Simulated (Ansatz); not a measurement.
The same path of C₂H₁₀FNSi₂ (16 atoms, charge 0, multiplicity 1) was run 3 times with different band settings. The coordinate that changes most is the dihedral H13–N5–Si6–H16.

Theory: Ansatz, RKS B3LYP-D4/def2-SVP.

Relaxed end points:

```xyz
16
Properties=species:S:1:pos:R:3
C -0.204 -1.497 0.111
C 0.562 -0.182 0.113
F 1.364 -0.196 1.302
Si 1.844 -0.039 -1.312
N -0.307 0.945 0.119
Si -1.857 1.090 0.935
H -0.839 -1.585 -0.782
H 0.494 -2.346 0.140
H -0.840 -1.569 1.010
H 2.459 1.318 -1.229
H 2.896 -1.084 -1.171
H 1.165 -0.193 -2.632
H 0.182 1.827 -0.013
H -1.831 0.720 2.382
H -2.224 2.527 0.798
H -2.887 0.242 0.271
```

```xyz
16
Properties=species:S:1:pos:R:3
C -0.415 -1.403 -0.395
C 0.515 -0.292 0.069
F 1.188 -0.802 1.230
Si 1.941 0.082 -1.165
N -0.192 0.898 0.395
Si -1.771 1.020 1.159
H -0.962 -1.107 -1.302
H 0.157 -2.318 -0.604
H -1.144 -1.647 0.396
H 2.722 1.227 -0.614
H 2.823 -1.109 -1.313
H 1.386 0.458 -2.497
H 0.420 1.692 0.571
H -1.925 2.465 1.483
H -2.850 0.599 0.221
H -1.915 0.214 2.409
```

Common settings: movable images 9; climbing image yes; start path IDPP; force threshold 0.05 eV/Å; end points relaxed.

| run | spring | optimiser | iteration limit | largest step |
| --- | --- | --- | --- | --- |
| 1 | 5.0 eV/Å² | quadratic models (default) | 27 | default |
| 2 | 2.0 to 10.0 eV/Å², energy-weighted | quadratic models (default) | 32 | default |
| 3 | 5.0 eV/Å² | lbfgs | 29 | 0.5 Å |

(1) What does each run give, and how far can it be trusted?

Answers

(1) Run 1: converged after 12 iterations, highest image 0.072 eV above the first end. A vibrational analysis at the climbing image gives one clearly imaginary mode, 120i cm⁻¹: a first-order saddle point.
Run 2: converged after 10 iterations, highest image 0.072 eV above the first end. Another band between the same ends (9 images) ends at a top of the same energy, where a vibrational analysis finds 1 clearly imaginary mode.
Run 3: not converged after 29 iterations, highest image 0.080 eV above the first end. The band didn't meet its force threshold, so its energies are provisional: the largest band force was still 0.06 eV/Å, and over the last iterations the top stayed at 0.08 eV.
